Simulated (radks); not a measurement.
Fractional charge and spin in the 4p shell of strontium: the spin-up occupation runs from 2 to 3 and the spin-down occupation from 2 to 3; the fullest corner is Sr+, [Ar] 3d10 4s2 5s(up 0.5, down 0.5) 4p(up 3, down 3). Calculated with a radial shooting solver on a logarithmic mesh with Libxc functionals: scalar-relativistic Kohn-Sham, PBE, spin-polarised, spherical densities, finite nucleus; Fermi nuclear charge, rms radius of each element as measured or else 0.836 A^(1/3) + 0.57 fm. Energy (eV) minus the two flat planes that join the four corners (they meet along the diagonal where the two added fractions sum to one electron); zero is where a piecewise linear energy would lie.

\begin{tabular}{lrrr}
down \ up & 2 & 2.5 & 3 \\ \hline
2 & 0.000 & -1.639 & 0.000 \\
2.5 & -1.639 & 0.263 & -1.508 \\
3 & 0.000 & -1.508 & 0.000 \\
\end{tabular}

Corners above the fullest one (they belong to Sr2+ and the next ion): (up 3, down 2) 35.057 eV, (up 2, down 3) 35.057 eV, (up 2, down 2) 83.764 eV. With half an added electron in each spin the energy lies 0.263 eV from the planes, and with half an added electron in spin up alone -1.639 eV. The planes are only a guide here: the flat-plane condition holds for ground states with one frontier orbital, while this shell lies below other occupied shells, so the corners above the fullest one are inner-hole states and not the ground states of those ions.
